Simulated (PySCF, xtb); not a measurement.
SnH3, SMILES [SnH3], multiplicity 2.

Harmonic wavenumbers (cm⁻¹) from GFN2-xTB (xtb) at its own minimum, in rising order: 588, 591, 649, 973, 1343, 1346.

Task: What does PBE-D3(BJ)/def2-TZVPD (PySCF 2.14.0) give at its own minimum? (Estimate from the structure and the level; the computed values follow.)

Result: 617, 668, 668, 1775, 1828, 1828. Paired by order, the mean absolute difference is 316 cm⁻¹ and the zero-point energies are 7.8 and 10.6 kcal/mol.
